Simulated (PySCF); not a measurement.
Steps of a relaxation of YbH3(H2O)

YbH3(H2O) (singlet in the valence; each metal's 4f electrons, 13 of them, lie in its core potential, out of spins and levels; a saddle point, relaxed within its symmetry). PySCF 2.14.0, RKS PBE0, Yb lcecp-1-SVP with ECP59, H def2-SVP, O def2-SVP; non-relativistic Hamiltonian with scalar-relativistic core potentials where named; density fitting; no spin-orbit coupling. Origin of the start: template. Columns: position (Å) and force (eV/Å). Energies are counted from the last step; some of the 19 steps are shown. Forces carry noise of the integration grid, about 0.01 to 0.03 eV/Å.

Run from Python with OMP_NUM_THREADS=2. Where DIIS fails, smearing, a level shift and second-order steps follow.
It took 35 s on 2 threads of Arm Neoverse V2 (shared host), from the converged density of the start.

```xyz
7
step 0  E = 0.407 eV
Yb    0.1250   -0.1250    0.1250     0.79   -0.79    0.79
H     1.3591    1.1091    1.3591    -0.73   -0.46   -0.70
H    -1.1091   -1.3591    1.3591     0.49    0.71   -0.71
H     1.3591   -1.3591   -1.1091    -0.73    0.70    0.46
O    -1.2592    1.2592   -1.2592    -0.05    0.05   -0.05
H    -1.5998    2.1443   -1.0554     0.11   -0.11    0.10
H    -1.5998    1.0554   -2.1443     0.11   -0.10    0.11
```

```xyz
7
step 6  E = 0.014 eV
Yb    0.1855   -0.2200    0.2200     0.02    0.02   -0.02
H     1.1145    1.2674    1.1647    -0.01   -0.01   -0.01
H    -1.1744   -1.2353    1.2353    -0.01   -0.04    0.04
H     1.1145   -1.1647   -1.2674    -0.01    0.01    0.01
O    -1.1435    1.1213   -1.1213    -0.03    0.04   -0.04
H    -1.4106    2.0301   -0.9261     0.02   -0.02    0.00
H    -1.4106    0.9261   -2.0301     0.02    0.00    0.02
```

```xyz
7
step 12  E = 0.002 eV
Yb    0.1016   -0.2517    0.2517     0.00    0.03   -0.03
H     0.9778    1.3245    1.0993    -0.01   -0.01    0.00
H    -1.0557   -1.3911    1.3911     0.00    0.00    0.00
H     0.9778   -1.0993   -1.3245    -0.01    0.00    0.01
O    -1.1951    1.1115   -1.1115    -0.05    0.10   -0.10
H    -1.2655    2.0672   -0.9637     0.03   -0.11    0.01
H    -1.2655    0.9637   -2.0672     0.03   -0.01    0.11
```

Task: Where does the relaxation end?

Result: It converges at step 18 in Cs:
```xyz
7
step 18  E = 0
Yb    0.0733   -0.2559    0.2559
H     0.9237    1.3534    1.0659
H    -1.0246   -1.4237    1.4237
H     0.9237   -1.0659   -1.3534
O    -1.2283    1.1022   -1.1022
H    -1.1963    2.0588   -0.9558
H    -1.1963    0.9558   -2.0588
```

Task: How did the contacts change?

Result: 
```json
{"contact": "Yb1–H2 (H)", "start (Å)": "2.138", "end (Å)": "1.992"}
{"contact": "Yb1–H3 (H)", "start (Å)": "2.138", "end (Å)": "1.983"}
{"contact": "Yb1–H4 (H)", "start (Å)": "2.138", "end (Å)": "1.992"}
{"contact": "Yb1–O5 (H2O)", "start (Å)": "2.398", "end (Å)": "2.320"}
```


An lcecp potential fixes the number of 4f electrons, so in runs with it no electron can move into or out of that shell.
